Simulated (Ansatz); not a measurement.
Geometry optimisation, RKS B3LYP-D4/def2-SVPD in Ansatz 0.2.0.

Input:

```yaml
crystal:
  periodic: [false, false, false]
  atoms:
    - { symbol: Sn, position_ang: [0.0, 0.0, 0.0] }
    - { symbol: H, position_ang: [0.0, 0.0, 1.74] }
    - { symbol: H, position_ang: [1.6408, 0.0, -0.5794] }
    - { symbol: H, position_ang: [-0.8195, 1.4198, -0.5794] }
    - { symbol: C, position_ang: [-1.0126, -1.7544, -0.716] }
    - { symbol: H, position_ang: [-1.5123, -2.2661, 0.1329] }
    - { symbol: H, position_ang: [-1.7727, -1.4617, -1.4701] }
    - { symbol: H, position_ang: [-0.2768, -2.4431, -1.1811] }
basis:
  gaussian: { orbitals: def2-SVPD }
hamiltonian:
  xc: b3lyp
  dispersion: d4
relax:
  f_tol: 0.02
  max_steps: 40
```

Launched with:

```bash
$ ansatz run input.yaml --threads 2 --pin off --max-ram 3072MiB --backend cpu --events-out ev --progress --plain --runs-dir out
```

**Question.** Where does it end, and by what steps?

**Answer.** The run converged. The force dipped under the threshold on the way, but the program's further checks kept it going. After 13 steps the energy has fallen by 0.047 eV; H8 moved furthest, 0.63 Å.

| step | energy less start (eV) | largest force component (eV/Å) | accepted |
| --- | --- | --- | --- |
| 0 | 0.0000 | 0.428 | yes |
| 1 | -0.0131 | 0.176 | yes |
| 2 | -0.0278 | 0.168 | yes |
| 3 | -0.0349 | 0.015 | yes |
| 4 | -0.0048 | 0.789 | no |
| 5 | -0.0370 | 0.090 | yes |
| 6 | -0.0374 | 0.264 | yes |
| 7 | -0.0420 | 0.079 | yes |
| 8 | -0.0453 | 0.006 | yes |
| 9 | -0.0404 | 0.371 | no |
| 10 | -0.0465 | 0.090 | yes |
| 11 | -0.0466 | 0.057 | yes |
| 12 | -0.0472 | 0.023 | yes |
| 13 | -0.0473 | 0.001 | yes |

```xyz
8
Properties=species:S:1:pos:R:3
Sn 0.004 0.007 0.003
H 0.367 -0.163 1.676
H 1.472 0.236 -0.864
H -0.992 1.392 -0.212
C -1.018 -1.764 -0.720
H -1.947 -1.920 -0.155
H -1.264 -1.649 -1.784
H -0.376 -2.646 -0.597
```

Run time: 33 s on 2 threads of Arm Neoverse V1, on a shared host, peak memory 0.21 GiB.
